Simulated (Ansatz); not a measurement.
The cluster Ag₅Se⁻. The state is a singlet with charge -1. Geometry r2SCAN-D4/def2-SVPD.

```xyz
6

Ag   -1.180   -0.352    1.158
Ag    0.271   -2.544    1.708
Ag   -0.147    1.405   -0.928
Ag    2.146    0.651   -2.105
Ag    1.128   -0.921   -0.217
Se   -2.218    1.761    0.385
```

In the def2 sets Ag takes a core potential; there is no spin–orbit coupling. LC-ωPBE has ω = 0.4 bohr⁻¹. HSE06 is defined as in plane-wave codes, on full-range PBE exchange. No other spin state of charge -1 was run. The structure comes from a short search, and lower isomers may exist.

(1) Estimate the orbital energies around the gap (eV) in Ansatz with PBE-D4/def2-TZVPD, B97M-V/def2-TZVPD, PBE0-D4/def2-TZVPD, HSE06-D4/def2-TZVPD, LC-ωPBE/def2-TZVPD.

Results:

(1) 
| orbital | PBE-D4/def2-TZVPD | B97M-V/def2-TZVPD | PBE0-D4/def2-TZVPD | HSE06-D4/def2-TZVPD | LC-ωPBE/def2-TZVPD |
| --- | --- | --- | --- | --- | --- |
| HOMO−13 | -3.62 | -4.05 | -5.31 | -4.91 | -7.89 |
| HOMO−12 | -3.57 | -4.00 | -5.28 | -4.88 | -7.89 |
| HOMO−11 | -3.52 | -3.96 | -5.21 | -4.80 | -7.77 |
| HOMO−10 | -3.51 | -3.91 | -5.16 | -4.75 | -7.73 |
| HOMO−9 | -3.43 | -3.87 | -5.13 | -4.73 | -7.67 |
| HOMO−8 | -3.40 | -3.83 | -5.09 | -4.69 | -7.63 |
| HOMO−7 | -3.39 | -3.83 | -5.06 | -4.66 | -7.61 |
| HOMO−6 | -3.22 | -3.62 | -4.80 | -4.40 | -7.32 |
| HOMO−5 | -3.16 | -3.57 | -4.73 | -4.33 | -7.17 |
| HOMO−4 | -3.09 | -3.20 | -4.02 | -3.62 | -6.30 |
| HOMO−3 | -1.86 | -1.88 | -2.44 | -2.07 | -4.32 |
| HOMO−2 | -1.52 | -1.62 | -2.12 | -1.77 | -3.96 |
| HOMO−1 | -1.37 | -1.50 | -2.03 | -1.67 | -3.94 |
| HOMO | -0.77 | -1.03 | -1.52 | -1.15 | -3.56 |
| LUMO | 0.40 | 0.34 | 1.04 | 0.72 | 2.67 |
| LUMO+1 | 0.77 | 0.71 | 1.39 | 1.06 | 2.97 |
| LUMO+2 | 1.33 | 1.28 | 1.99 | 1.65 | 3.60 |
| LUMO+3 | 1.55 | 1.32 | 2.09 | 1.75 | 3.62 |
| LUMO+4 | 2.25 | 2.16 | 2.81 | 2.47 | 4.25 |
| LUMO+5 | 2.42 | 2.22 | 2.96 | 2.62 | 4.41 |
